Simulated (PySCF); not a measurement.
# Excitation energy of Pt+ by level of theory

Pt+ [Xe] 4f14 5d9 (2D) → Pt+ [Xe] 4f14 5d8 6p1 (high-spin determinant), as a difference of total energies. All numbers are calculated (PySCF 2.14, the spin-free X2C one-electron Hamiltonian (Gaussian nucleus), in ANO-RCC-VTZP). Correlated levels: valence: [Xe] 4f14 frozen. The calculations carry no spin-orbit coupling.

```
           method  excitation energy (eV)
              UHF                   6.648
    MP2 (valence)                   7.674
SCS-MP2 (valence)                   7.744
   CCSD (valence)                   7.424
CCSD(T) (valence)                   7.447
```

Question: How much does correlation contribute at CCSD(T) (valence)?

Answer: 7.447 − (6.648) = 0.799 eV, measured against UHF.

A first-order spin-orbit estimate (lowest level to lowest level, LS coupling) adds -0.011 eV.

The basis was made for the ground configuration and has no added diffuse functions, so the excitation energy can come out too high.

The determinant of the upper state mixes LS terms, which raises its energy above the lowest term, most at the Hartree-Fock and MP2 levels.
